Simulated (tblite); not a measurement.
Parent: `[CH:1]#[C:2][CH2:3]/[CH:4]=[CH:5]\[F:6]` with C2–C3–C4–C5 122°, C5H5F.

Structures optimised with GFN2-xTB, isolated species. One conformer each, not checked by frequencies here.

| coordinate of the parent | value |
| --- | --- |
| C1≡C2 | 1.196 Å |
| C2–C3 | 1.452 Å |
| C3–C4 | 1.500 Å |
| C4=C5 | 1.319 Å |
| C5–F6 | 1.347 Å |
| C1–C2–C3 | 178.7° |
| C2–C3–C4 | 110.4° |
| C3–C4–C5 | 124.3° |
| C4–C5–F6 | 122.4° |

Question: How does the shared frame change in `[CH:1]#[C:2][CH2:3]/[C:4](=[CH:5]/[F:6])[S:7][SiH3:8]` with C2–C3–C4–C5 1°, C3–C4–S7–Si8 -177°, C5H7FSSi? Atoms pair as C1 = C1, C2 = C2, C3 = C3, C4 = C4, C5 = C5, F6 = F6 (parent first).

Answer: 
```
  parent  relative  value in the relative  change
   C1≡C2     C1≡C2                1.197 Å  +0.001
   C2–C3     C2–C3                1.447 Å  -0.005
   C3–C4     C3–C4                1.507 Å  +0.007
   C4=C5     C4=C5                1.325 Å  +0.006
   C5–F6     C5–F6                1.356 Å  +0.009
C1–C2–C3  C1–C2–C3                 178.7°     0.0
C2–C3–C4  C2–C3–C4                 114.3°    +3.9
C3–C4–C5  C3–C4–C5                 121.5°    -2.8
C4–C5–F6  C4–C5–F6                 123.3°    +0.9
```

Of the parent's bonds, C5–F6 changes most (+0.009 Å). Bonds of the relative outside the shared frame: C4–S7 1.765, S7–Si8 2.168 Å.

Question: How does the shared frame change in `[CH:1]#[C:2][CH2:3]/[C:4](=[CH:5]/[F:6])[CH2:7][CH:8]=[CH2:9]` with C2–C3–C4–C5 -108°, C3–C4–C7–C8 73°, C4–C7–C8–C9 -118°, C8H9F? Atoms pair as C1 = C1, C2 = C2, C3 = C3, C4 = C4, C5 = C5, F6 = F6 (parent first).

Answer: 
| parent | relative | value in the relative | change |
| --- | --- | --- | --- |
| C1≡C2 | C1≡C2 | 1.196 Å | 0.000 |
| C2–C3 | C2–C3 | 1.452 Å | 0.000 |
| C3–C4 | C3–C4 | 1.506 Å | +0.006 |
| C4=C5 | C4=C5 | 1.322 Å | +0.003 |
| C5–F6 | C5–F6 | 1.349 Å | +0.002 |
| C1–C2–C3 | C1–C2–C3 | 178.6° | -0.1 |
| C2–C3–C4 | C2–C3–C4 | 110.1° | -0.3 |
| C3–C4–C5 | C3–C4–C5 | 120.6° | -3.7 |
| C4–C5–F6 | C4–C5–F6 | 122.4° | 0.0 |

Of the parent's bonds, C3–C4 changes most (+0.006 Å). Bonds of the relative outside the shared frame: C4–C7 1.504, C7–C8 1.501, C8=C9 1.319 Å. Point group C1 → C1.

These are computed values.
